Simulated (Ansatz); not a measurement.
XSi6 (charge +1): gap (eV) at several levels, gas phase, relaxed structures; Ansatz. Clusters are the lowest isomers that short searches found in that spin, judged at the geometry's level. Core potentials for Ta, W in the def2 sets, no spin–orbit coupling. HOMO and LUMO are taken over both spins. The structures are stationary points that may keep the symmetry of their start. Remarks come from the PBE and PBE0 runs and from stability tests at other levels; not every state was tested.

| species | state | geometry | PBE-D4/def2-SVP | PBE-D4/def2-TZVP | r2SCAN-D4/def2-TZVP | PBE0-D4/def2-SVP | PBE0-D4/def2-TZVP | remarks |
| --- | --- | --- | --- | --- | --- | --- | --- | --- |
| CuSi6⁺ | singlet | B3LYP-D4/def2-SVP | 1.61 | 1.63 | 1.79 | 3.09 | 3.12 | restricted SCF unstable in HF |
| Si6O⁺ | doublet | r2SCAN-D4/def2-SVP | 0.66 | 0.64 | 0.83 | 2.08 | 1.97 | – |
| Si6W⁺ | doublet | PBE-D4/def2-SVP | 0.68 | 0.68 | 1.14 | 2.40 | 2.39 | – |
| TaSi6⁺ | singlet | PBE-D4/def2-SVP | 1.28 | 1.25 | 1.55 | 2.84 | 2.83 | restricted SCF unstable in HF |

Problem. Estimate the rows for TiSi6⁺ (doublet, PBE0-D4/def2-SVP geometry).

Solution. 
```
species    state          geometry  PBE-D4/def2-SVP  PBE-D4/def2-TZVP  r2SCAN-D4/def2-TZVP  PBE0-D4/def2-SVP  PBE0-D4/def2-TZVP                              remarks
 TiSi6⁺  doublet  PBE0-D4/def2-SVP             0.31              0.34                 0.56              1.83               1.88  spin-contaminated (⟨S²⟩ up to 0.94)
```

Over the 5 species that have every level, the mean is 0.91 at PBE-D4/def2-SVP, 0.91 at PBE-D4/def2-TZVP, 1.18 at r2SCAN-D4/def2-TZVP, 2.45 at PBE0-D4/def2-SVP, 2.44 at PBE0-D4/def2-TZVP. Orbital gaps grow with the share of exact exchange and aren't one observable across functionals.
